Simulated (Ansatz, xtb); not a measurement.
**H5N2Si2: which of two isomers lies lower**

Structure I: `N1[SiH]N[SiH2]1`, a doublet. Structure II: `N/[Si]=N/[SiH3]`, a doublet. Both are isolated molecules in the gas phase, relaxed with B3LYP-D3(BJ)/def2-SVP; each stands in its lowest conformer found.

I (Å):

```
atom    x (Å)    y (Å)   z (Å)
   N  -2.9844   1.5410  2.9335
   N  -0.6909   1.3107  2.2660
  Si  -1.4591   1.8349  3.7668
  Si  -2.2142   0.9723  1.4668
   H  -3.9405   1.7714  3.1665
   H  -1.2319   3.2905  4.1333
   H   0.2515   0.9917  2.0851
   H  -2.5076   1.7915  0.2509
   H  -2.4421  -0.4582  1.0992
```

II (Å):

```xyz
9

N    -2.3154    2.8679    4.3399
N    -1.8876    1.1805    2.1150
Si   -1.2241    2.0095    3.3399
Si   -1.7126    0.1531    0.7475
H    -3.3219    2.8762    4.1945
H    -2.0122    3.4211    5.1337
H    -0.6046    0.5808   -0.1640
H    -2.9842    0.1926   -0.0388
H    -1.4596   -1.2732    1.1225
```

Quicker runs give these differences E(II) − E(I): GFN2-xTB +12.7 kcal/mol; HF/STO-3G +26.0 kcal/mol (at GFN2-xTB geometries); r2SCAN-D4/def2-SVP +21.0 kcal/mol (at GFN2-xTB geometries).

Problem. Estimate E(II) − E(I) at the level CCSD(T)/def2-SVP + ΔMP2/def2-TZVPP.

Solution. Calculated at CCSD(T)/def2-SVP + ΔMP2/def2-TZVPP: E(II) − E(I) = +24.3 kcal/mol, so structure I lies lower.

The same difference at several levels:

```json
{"level": "GFN2-xTB", "geometry": "GFN2-xTB", "E(II) − E(I) (kcal/mol)": "+12.7", "departure from the last row (kcal/mol)": "−11.6", "job, with rough time for the two": "optimisation, 0.27 s"}
{"level": "HF/STO-3G", "geometry": "GFN2-xTB", "E(II) − E(I) (kcal/mol)": "+26.0", "departure from the last row (kcal/mol)": "+1.7", "job, with rough time for the two": "single point, 0.46 s"}
{"level": "r2SCAN-D4/def2-SVP", "geometry": "GFN2-xTB", "E(II) − E(I) (kcal/mol)": "+21.0", "departure from the last row (kcal/mol)": "−3.3", "job, with rough time for the two": "single point, 6.6 s"}
{"level": "B3LYP-D3(BJ)/def2-SVP", "geometry": "B3LYP-D3(BJ)/def2-SVP", "E(II) − E(I) (kcal/mol)": "+20.1", "departure from the last row (kcal/mol)": "−4.2", "job, with rough time for the two": "optimisation, 66 s"}
{"level": "HF/def2-SVP", "geometry": "B3LYP-D3(BJ)/def2-SVP", "E(II) − E(I) (kcal/mol)": "+27.8", "departure from the last row (kcal/mol)": "+3.5", "job, with rough time for the two": "part of the CCSD(T) run"}
{"level": "MP2/def2-SVP", "geometry": "B3LYP-D3(BJ)/def2-SVP", "E(II) − E(I) (kcal/mol)": "+29.1", "departure from the last row (kcal/mol)": "+4.8", "job, with rough time for the two": "part of the CCSD(T) run"}
{"level": "CCSD(T)/def2-SVP", "geometry": "B3LYP-D3(BJ)/def2-SVP", "E(II) − E(I) (kcal/mol)": "+22.8", "departure from the last row (kcal/mol)": "−1.5", "job, with rough time for the two": "single point"}
{"level": "CCSD(T)/def2-SVP + ΔMP2/def2-TZVPP", "geometry": "B3LYP-D3(BJ)/def2-SVP", "E(II) − E(I) (kcal/mol)": "+24.3", "departure from the last row (kcal/mol)": "", "job, with rough time for the two": "single point, 55 s"}
```

As drawn, II has 1 N=Si in place of 2 N–Si. Structure I has a 4-membered ring, II no ring.

The levels shown agree on the order. The largest departure from CCSD(T)/def2-SVP + ΔMP2/def2-TZVPP is that of GFN2-xTB, 11.6 kcal/mol. The last row adds to CCSD(T) the change of the MP2 difference between the two basis sets, here +1.5 kcal/mol.

With harmonic frequencies from B3LYP-D3(BJ)/def2-SVP (ideal gas, rigid rotor, one conformer each, 298.15 K, 1 atm): on the last row, ΔE + ΔZPE = +23.5 kcal/mol. A mode under 50 cm⁻¹ makes harmonic enthalpies and free energies unreliable, so none is given.

Open shells are spin-unrestricted. The correlated steps freeze 12 core orbitals. Programs: Ansatz 0.2.0, xtb 6.7.1; the last row on 2 threads of Arm Neoverse V1 on a shared host.
